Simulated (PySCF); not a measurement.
# Dipole moment and polarisability of `C=CO[SiH](CCl)CCl`

Species: C₄H₈Cl₂OSi.
Numbering: `[CH2:1]=[CH:2][O:3][SiH:4]([CH2:5][Cl:6])[CH2:7][Cl:8]` (hydrogens: H9, H10 on C1; H11 on C2; H12 on Si4; H13, H14 on C5; H15, H16 on C7)

Cartesian coordinates in Å at the GFN2-xTB level; atoms count from 1:
```
atom  x, y, z in Å
C1     2.709   -0.318   -0.046
C2     1.930    0.529   -0.693
O3     0.652    0.828   -0.383
Si4   -0.405    0.280    0.720
C5    -1.932    1.375    0.413
Cl6   -2.522    1.128   -1.251
C7    -0.893   -1.541    0.393
Cl8   -2.026   -2.096    1.657
H9     2.358   -0.856    0.816
H10    3.720   -0.486   -0.363
H11    2.267    1.083   -1.560
H12    0.062    0.424    2.100
H13   -1.723    2.436    0.516
H14   -2.751    1.116    1.077
H15   -0.046   -2.224    0.417
H16   -1.407   -1.668   -0.558
```

Level: PBE0/def2-SVPD (PySCF), static field, nuclei fixed, core orbitals frozen in the response. The polarisability tensor in these axes (au):

```
x   115.97  -2.80  -0.58
y    -2.80  97.50  -9.97
z    -0.58  -9.97  98.02
```

Question: What are the eigenvalues, a third of the trace, and Δα (Δα² = ½Σ(αi − αj)² over the three pairs)?

Answer: Principal values 87.58, 107.46 and 116.44 au; mean 103.83 au = 15.39 Å³ = 17.12 × 10⁻⁴⁰ C²·m²/J; Δα = 25.58 au (25 % of the mean).

Question: What is the dipole moment, and where does it point?

Answer: (1.92, 0.43, 0.40) D, 2.01 D in size, pointing from the negative to the positive side. Measured along this direction, the outermost atoms are Cl6 at the negative end and H10 at the positive end.

Question: Directions of the eigenvectors, and the extent of the frame along each?

Answer: Largest value along (0.98, -0.18, 0.07), where the nuclei span 6.54 Å; middle along (-0.17, -0.67, 0.72), 5.19 Å; least along (0.08, 0.72, 0.69), 3.66 Å. The response follows the extents in order.

Question: How large is μ²/3kT at 400 K beside α?

Answer: In Gaussian units μ²/3kT = 24.30 Å³ against 15.39 Å³, a ratio of 1.58; the Debye molar polarisation (4π/3)N_A(α + μ²/3kT) is 100.1 cm³/mol, leaving out the vibrational part.

Question: Rayleigh depolarisation ratio (linearly polarised light, static tensor)?

Answer: ρ = 3Δα²/(45ᾱ² + 4Δα²) = 1963.6/(485119 + 2618.1) = 0.00403.

Question: What molar refraction does this α imply?

Answer: Lorentz–Lorenz: R = (4π/3)N_A α = 2.5225 cm³/(mol·Å³) × 15.39 Å³ = 38.8 cm³/mol, in the limit of long wavelengths.

Question: Give the eigenvalues of the traceless quadrupole moment Θ = ½Σq(3rr − r²1), origin at the centre of nuclear charge.

Answer: -7.08, -1.97, 9.04 D·Å. The values depend on the origin, since the dipole doesn't vanish. The electronic extent ⟨r²⟩ about the same centre is 1970 bohr², a root-mean-square distance of 2.50 Å for the 88 electrons.

One conformer (not necessarily the lowest) at the GFN2-xTB geometry, without solvent, vibrations or thermal averaging.
